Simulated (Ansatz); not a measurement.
`S[SiH2][GeH3]` + H₂S → `[SH][GeH3]` + `[SiH3]S` at 500 K and 1 bar (cleavage of the Ge–Si bond).

Calculated with Ansatz (gas phase, PBE0-D4/def2-TZVP geometries, no zero-point term in ΔE). CCSD(T)/CBS is the MP2 limit (def2-TZVPP, def2-QZVPP) plus CCSD(T) − MP2 in def2-TZVPP, frozen cores. This one scheme is used for every species. For Ge outer-core shells are correlated without core-valence functions, which leaves a few kJ/mol of doubt a bond. Scalar relativity is left out up to krypton. One conformer a species, not always the lowest.

| species | CCSD(T)/CBS energy (Eh) | H − E (kJ/mol) | S (J/(mol·K)) |
| --- | --- | --- | --- |
| `S[SiH2][GeH3]` | -2766.59259 | 175.9 | 410.3 |
| H₂S | -398.97279 | 57.0 | 224.0 |
| `[SH][GeH3]` | -2476.30083 | 114.8 | 326.3 |
| `[SiH3]S` | -689.27336 | 117.6 | 310.5 |

H − E and S are ideal-gas, rigid-rotor, harmonic terms from PBE0-D4/def2-TZVP, for one conformer and one mirror image of each species. 1 Eh = 2625.50 kJ/mol, R = 8.31446 J/(mol·K).

Problem. By hand: ΔE, ΔH, ΔS and ΔG.

Solution. ΔE = (-2476.30083) + (-689.27336) − (-2766.59259) − (-398.97279) = -0.00881 Eh = -23.1 kJ/mol. Δ(H − E) = 114.8 + 117.6 − 175.9 − 57.0 = -0.5, so ΔH = -23.6 kJ/mol. ΔS = 326.3 + 310.5 − 410.3 − 224.0 = 2.5 J/(mol·K). ΔG = -23.6 − 500 × (2.5)/1000 = -24.9 kJ/mol.

Problem. By hand: the equilibrium constant, and the temperature at which ΔG would vanish if ΔH and ΔS stayed fixed.

Solution. log₁₀ K = −ΔG/(RT ln 10) = 2.6. ΔH and −TΔS have one sign here, so there is no such temperature.

The number of gas molecules stays the same, so ΔS is small and ΔH decides. A doubt of 5 kJ/mol in ΔE shifts log₁₀ K by 0.5 here. Other conformers and mirror images would add mixing entropy, several J/(mol·K) or more a flexible species. These are equilibria of isolated gas molecules and say nothing of rates. Largest T1 diagnostic: 0.012 (customary marks: 0.02 for closed shells, 0.045 for open ones).

ΔS is within the doubt of such terms, so its sign, and with it that verdict, could turn.
